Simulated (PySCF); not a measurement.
Exercise with solution: oscillator strength and radiative lifetime

Si(F)2(Me)(NCO) (C2H3F2NOSi), SMILES C[Si](F)(F)N=C=O.

Geometry optimised at B3LYP-D3(BJ)/def2-SVP. Other conformers were not sampled.

TDA-M06-2X/def2-SVPD in PySCF puts the first singlet state with f over 0.02 at 9.43 eV (vertical), with the transition dipole (-0.591, 0.353, 0.000) in atomic units.

Question: Find the oscillator strength, the wavelength and the radiative lifetime that this transition would have in vacuum if emission retraced absorption.

Answer: 
|μ|² = 0.4739 au, so |μ| = 1.75 D. ΔE = 9.43/27.211 = 0.3465 hartree. f = (2/3) ΔE |μ|² = 0.109 (the program prints 0.109).
λ = 1239.84/9.43 = 131 nm; ν = 76058 cm⁻¹.
Einstein's coefficient A = 0.6670 ν² f s⁻¹ (ν in cm⁻¹) = 4.2e8 s⁻¹, so τ = 1/A = 2.4 ns. This state is S6; the lower singlets have f = 0.000, 0.000, 0.000, 0.015, 0.003. The figure is the radiative limit of this one transition; relaxation, internal conversion, crossing to triplets and a medium change what is measured.
